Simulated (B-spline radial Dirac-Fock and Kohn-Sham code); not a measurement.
**How the binding energies of B⁺ add up**

System: boron as B⁺, [He] 2s1 2p1 (an excited configuration); nuclear rms radius 2.406 fm (A = 11).

Model: multi-electron Dirac-Fock with separately optimised hole states, Breit and Lamb-shift corrections added in first order. Program: a radial finite-basis atomic code. Correlation energy is missing from these numbers. Energies are counted from the vacuum level. Subshells whose hole state is unreliable or did not converge are left out.

All terms are in eV, carry their sign (relaxation lowers the binding energy) and add up to the binding energy; ⟨r⟩ is the mean radius of the orbital in the initial state.

```
 subshell  −ε (Koopmans)  relaxation  Gaunt  retardation  self-energy  vacuum polarisation  binding energy  ⟨r⟩ (bohr)
  L1 (2s)          25.29       -0.43   0.00         0.00         0.00                 0.00           24.85       1.778
L2,3 (2p)          19.07       -0.27   0.00         0.00         0.00                 0.00           18.80       1.819
```

Values without a named source are computed, but for edge energies of neutral atoms, which are taken from tables.
